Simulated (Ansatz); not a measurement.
A single point on C$_{12}$H$_{13}$NSi, SMILES `[SiH3]N(c1ccccc1)c1ccccc1`.

```yaml
crystal:
  periodic: [false, false, false]
  atoms:
    - {symbol: Si, position_ang: [-2.106406, -1.198863, 1.130479]}
    - {symbol: N, position_ang: [-0.743079, -0.457064, 0.335195]}
    - {symbol: C, position_ang: [-0.912184, 0.622813, -0.541826]}
    - {symbol: C, position_ang: [-2.106024, 1.347057, -0.547955]}
    - {symbol: C, position_ang: [-2.301419, 2.381878, -1.447494]}
    - {symbol: C, position_ang: [-1.309203, 2.729960, -2.349724]}
    - {symbol: C, position_ang: [-0.117103, 2.019387, -2.341903]}
    - {symbol: C, position_ang: [0.083816, 0.976391, -1.455951]}
    - {symbol: C, position_ang: [0.574565, -0.857983, 0.677402]}
    - {symbol: C, position_ang: [1.451603, 0.048492, 1.268324]}
    - {symbol: C, position_ang: [2.732070, -0.345031, 1.615290]}
    - {symbol: C, position_ang: [3.149917, -1.650014, 1.390141]}
    - {symbol: C, position_ang: [2.278338, -2.555308, 0.806174]}
    - {symbol: C, position_ang: [0.999693, -2.160039, 0.442274]}
    - {symbol: H, position_ang: [-1.598883, -2.425557, 1.784872]}
    - {symbol: H, position_ang: [-3.156635, -1.520017, 0.130959]}
    - {symbol: H, position_ang: [-2.712967, -0.313561, 2.164350]}
    - {symbol: H, position_ang: [-2.887457, 1.115913, 0.168697]}
    - {symbol: H, position_ang: [-3.237918, 2.927829, -1.429950]}
    - {symbol: H, position_ang: [-1.460697, 3.544162, -3.047824]}
    - {symbol: H, position_ang: [0.669888, 2.273625, -3.043241]}
    - {symbol: H, position_ang: [1.014980, 0.424282, -1.471751]}
    - {symbol: H, position_ang: [1.118079, 1.064181, 1.447496]}
    - {symbol: H, position_ang: [3.405423, 0.369285, 2.075336]}
    - {symbol: H, position_ang: [4.150975, -1.957761, 1.668294]}
    - {symbol: H, position_ang: [2.596466, -3.574752, 0.620057]}
    - {symbol: H, position_ang: [0.322463, -2.859602, -0.034121]}
basis:
  gaussian: {orbitals: def2-QZVPP}
correlation: {method: mp2}
```

```sh
$ ansatz run in.yaml --threads 11 --pin off --events-out ev --progress --plain --max-ram 120832MiB --backend cuda --devices 0, --max-vram 75GiB
```

Shortened log:

```
Functional definition: HF
7240 factors; integrals over basis functions are off by at most 9.3e-4 eV
mean field evaluation 1: about -21911.3134 eV, gradient 5.8e1 eV
mean field evaluation 2: about -21911.8326 eV, gradient 5.8e1 eV
mean field evaluation 4: about -21921.5787 eV, gradient 6.9e0 eV
mean field evaluation 8: about -21921.7217 eV, gradient 4.1e-1 eV
mean field -21921.72232694 eV, -805.6084364379 hartree, gradient 2.2e-6 eV, S^2 0.000000; 0 other end points of the search recorded, 0 dependent functions left out; unrestricted orbitals would lower it
mean field evaluation 16: about -21921.7406 eV, gradient 1.9e0 eV
18 core orbitals not correlated: weight in the atoms' cores, before any rotation towards them, 1.000 or more for the frozen orbitals, at most 0.000 for the correlated occupied ones
reference -21921.72232694 eV, -805.6084364379 hartree; 35, 35 occupied and 1148, 1148 virtual orbitals, 7240 factors
second order -64.28460417 eV of doubles, -0.00000000 eV of singles
Total energy: -21986.00693111 eV, -807.9708520675 hartree
```

Run time 8.5 s (11 threads of an AMD EPYC 7R13 on a shared host and a whole NVIDIA H100 80 GB); peak host memory 2.2 GiB.
